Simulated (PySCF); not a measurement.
RbF, SMILES [F][Rb].

Geometry: B3LYP-D3(BJ)/def2-TZVPD. The def2 effective core potentials stand for the cores of Rb; spin–orbit coupling is left out.

Calculation: PySCF with TDDFT-CAM-B3LYP/def2-TZVPD.

Vertical excitations; the highest root listed may be one member of a degenerate set. The molecule is in vacuum. State labels are in the subgroup C2v.

```json
[
 {"state": "S1", "symmetry": "B1", "energy (eV)": "4.65", "λ (nm)": "266", "f": "0.008", "main pairs": "HOMO−2→LUMO (degenerate set)"},
 {"state": "S2", "symmetry": "B2", "energy (eV)": "4.65", "λ (nm)": "266", "f": "0.008", "main pairs": "HOMO−1→LUMO (degenerate set)"},
 {"state": "S3", "symmetry": "A1", "energy (eV)": "4.67", "λ (nm)": "265", "f": "0.039", "main pairs": "HOMO→LUMO 87 %"},
 {"state": "S4", "symmetry": "B1", "energy (eV)": "6.07", "λ (nm)": "204", "f": "0.003", "main pairs": "HOMO→LUMO+1 (degenerate set)"},
 {"state": "S5", "symmetry": "B2", "energy (eV)": "6.07", "λ (nm)": "204", "f": "0.003", "main pairs": "HOMO→LUMO+2 (degenerate set)"},
 {"state": "S6", "symmetry": "A2", "energy (eV)": "6.09", "λ (nm)": "204", "f": "0.000", "main pairs": "HOMO−2→LUMO+2 40 %, HOMO−1→LUMO+1 40 %, HOMO−2→LUMO+7 8 %, HOMO−1→LUMO+6 8 %"},
 {"state": "S7", "symmetry": "A1", "energy (eV)": "6.09", "λ (nm)": "203", "f": "0.000", "main pairs": "HOMO−1→LUMO+2 40 %, HOMO−2→LUMO+1 40 %, HOMO−1→LUMO+7 7 %, HOMO−2→LUMO+6 7 %"},
 {"state": "S8", "symmetry": "A2", "energy (eV)": "6.11", "λ (nm)": "203", "f": "0.000", "main pairs": "HOMO−1→LUMO+1 41 %, HOMO−2→LUMO+2 41 %, HOMO−1→LUMO+6 7 %, HOMO−2→LUMO+7 7 %"},
 {"state": "S9", "symmetry": "A1", "energy (eV)": "6.13", "λ (nm)": "202", "f": "0.000", "main pairs": "HOMO−2→LUMO+1 38 %, HOMO−1→LUMO+2 38 %, HOMO→LUMO+3 6 %"},
 {"state": "S10", "symmetry": "A1", "energy (eV)": "6.23", "λ (nm)": "199", "f": "0.002", "main pairs": "HOMO→LUMO+3 58 %, HOMO→LUMO+9 15 %, HOMO→LUMO 9 %"},
 {"state": "T1", "symmetry": "A1", "energy (eV)": "4.56", "λ (nm)": "272", "f": "0", "main pairs": "HOMO→LUMO 86 %"},
 {"state": "T2", "symmetry": "B2", "energy (eV)": "4.62", "λ (nm)": "269", "f": "0", "main pairs": "HOMO−1→LUMO (degenerate set)"},
 {"state": "T3", "symmetry": "B1", "energy (eV)": "4.62", "λ (nm)": "269", "f": "0", "main pairs": "HOMO−2→LUMO (degenerate set)"},
 {"state": "T4", "symmetry": "A1", "energy (eV)": "6.06", "λ (nm)": "204", "f": "0", "main pairs": "HOMO−1→LUMO+2 38 %, HOMO−2→LUMO+1 38 %, HOMO−1→LUMO+7 9 %, HOMO−2→LUMO+6 9 %"}
]
```
Triplets are in the Tamm–Dancoff approximation, which puts them higher than full response would, so one can lie above its singlet here.
